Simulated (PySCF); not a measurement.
UHF on Co²⁺ (cobalt, charge +2)

Configuration: [Ar] 3d7, high-spin 4F determinant. All numbers are calculated (PySCF 2.14, the non-relativistic Hamiltonian (point nucleus), in def2-TZVP (6s4p4d1f, 45 functions)).

```
Total energy                                     : -1380.579251 hartree
One-electron energy                              : -1895.5216 hartree
Hartree (Coulomb) energy                         : 572.6691 hartree
Exchange energy                                  : -57.7267 hartree
Kinetic energy                                   : 1380.56014 hartree
⟨S²⟩                                             : 3.7536
⟨L²⟩                                             : 12.020
Sum of ⟨r⟩                                       : 15.45 bohr
Sum of ⟨r²⟩                                      : 15.60 bohr²
Density at the nucleus (Gaussians lack the cusp) : 13000 bohr⁻³
Spin density at the nucleus                      : 0.0940 bohr⁻³
Langevin diamagnetic susceptibility              : -12.4 ×10⁻⁶ cm³/mol
Time after the integrals                         : 0.28 s of wall time on 1 thread of Neoverse-N1 (shared host)
```

| shell | electrons | mean orbital energy (eV) | spread (eV) | rms radius, mean of both spins (bohr) |
| --- | --- | --- | --- | --- |
| 1s α | 1 | -7721.5 | 0 | 0.0659 |
| 1s β | 1 | -7721.4 | 0 | 0.0659 |
| 2s α | 1 | -968.78 | 0 | 0.279 |
| 2s β | 1 | -965.94 | 0 | 0.279 |
| 2p α | 3 | -839.66 | 0 | 0.250 |
| 2p β | 3 | -836.86 | 0 | 0.250 |
| 3s α | 1 | -145.53 | 0 | 0.841 |
| 3s β | 1 | -137.84 | 0 | 0.841 |
| 3p α | 3 | -105.26 | 0 | 0.893 |
| 3p β | 3 | -95.974 | 0 | 0.893 |
| 3d α | 5 | -38.340 | 1.392 | 1.12 |
| 3d β | 2 | -34.589 | 0 | 1.12 |
